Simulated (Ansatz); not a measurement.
Consider the atomization: `C=C[SiH2]O[SiH](F)F` → 2 C• + 2 F• + 6 H• + O• + 2 Si•.

Computed with Ansatz on PBE0-D4/def2-TZVP structures; ΔE is electronic, products minus reactants. CCSD(T)/CBS adds triple-zeta CCSD(T) − MP2 to the extrapolated MP2 energy (def2 sets, frozen cores). This one scheme is used for every species, atoms too. DFT in def2-TZVPP. B3LYP here is the variant with VWN-RPA as its local correlation; programs differ in this. Open shells (•) are unrestricted, without spin–orbit coupling. Spin–orbit coupling would lower the free atoms: a little for C, F, O, Si. One conformer a species, not always the lowest.

`C=C[SiH2]O[SiH](F)F`:

Z-matrix (Å, degrees):
```
Si
C 1 1.849
O 1 1.647 2 110.1
H 1 1.486 2 110.7 3 120.5
H 1 1.484 2 111.1 3 -118.5
C 2 1.330 1 124.2 3 0.3
H 2 1.090 1 117.6 3 -179.5
Si 3 1.597 1 154.0 2 74.7
H 6 1.086 2 121.9 1 -179.8
H 6 1.086 2 122.1 1 0.2
F 8 1.584 3 109.6 1 -86.6
F 8 1.582 3 110.5 1 30.6
H 8 1.464 3 111.6 1 152.6
```

**Question.** What is ΔE at CCSD(T)/CBS? (Estimate.)

**Answer.** The calculation gave: +55.58 eV.

**Question.** What do these levels give: r2SCAN-D4, B3LYP-D4, ωB97M-V, B3LYP, SCS-MP2/def2-QZVPP, CCSD/CBS(def2)? (Best estimate.)

**Answer.** The calculation gave: r2SCAN-D4 55.42, B3LYP-D4 55.16, ωB97M-V 55.45, B3LYP 54.62, SCS-MP2/def2-QZVPP 55.93, CCSD/CBS(def2) 54.83 eV.

Largest T1 diagnostic among the species: 0.012.

In def2-TZVPP, CCSD(T) changes the Hartree–Fock value by +12.34 eV (the triples alone add +0.75 eV) and MP2 by +13.66 eV; breaking electron pairs costs correlation energy, which Hartree–Fock lacks. From PBE to PBE0 (25 % exact exchange), in def2-TZVPP and without D4, ΔE moves by −0.86 eV: exact exchange takes away binding that semilocal exchange gives to molecules. The D4 term adds +0.54 eV with B3LYP and +0.29 eV with PBE0; it sums over pairs of atoms, weighted by their polarisabilities, and B3LYP, whose exchange is more repulsive, gets the larger term.

For atomizations the MP2-based limit and the directly extrapolated one differ by several kJ/mol either way, and by 10 to 25 for some Ge, Se and Sn compounds, so smaller differences from it don't rank the levels.
